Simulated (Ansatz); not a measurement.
System: AlBr$_{2}$, charge 0, doublet. AlBr2 (SMILES [Al]([Br])[Br], doublet).
B3LYP-D3(BJ)/def2-TZVP minimum from Ansatz (a program for electronic structure):
```
Al
Br 1 2.2822
Br 1 2.2822 2 119.32
```
Charge 0, spin multiplicity 2.

Total energies in def2-SVP, 17 correlated electrons, 33 frozen orbitals. UHF or UKS for unpaired electrons; spin-orbit terms are left out. Correlated methods leave the cores frozen (noble-gas shells, and filled d and f shells in the p block). No relativity. Spin-orbit terms, left out, reach several kcal/mol for Br and I, and more for heavier atoms. The spin of AlBr2 ([Br][Al][Br], doublet) was assumed, and the state is the lowest solution found for it.

```json
[
 {"method": "HF", "program": "Ansatz", "energy (Eh)": "-5386.16158", "minus CCSDT(Q) (mEh)": "308.22"},
 {"method": "MP2", "program": "Ansatz", "energy (Eh)": "-5386.43589", "minus CCSDT(Q) (mEh)": "33.91"},
 {"method": "CCSD", "program": "Ansatz", "energy (Eh)": "-5386.46062", "minus CCSDT(Q) (mEh)": "9.17"},
 {"method": "CCSD(T)", "program": "Ansatz", "energy (Eh)": "-5386.46839", "minus CCSDT(Q) (mEh)": "1.41"},
 {"method": "CCSDT(Q)", "program": "Ansatz", "energy (Eh)": "-5386.46980", "minus CCSDT(Q) (mEh)": "0.00"}
]
```

Rough core times of Ansatz's runs on a shared machine: CCSD(T) under 20 s, CCSDT(Q) 4 min.
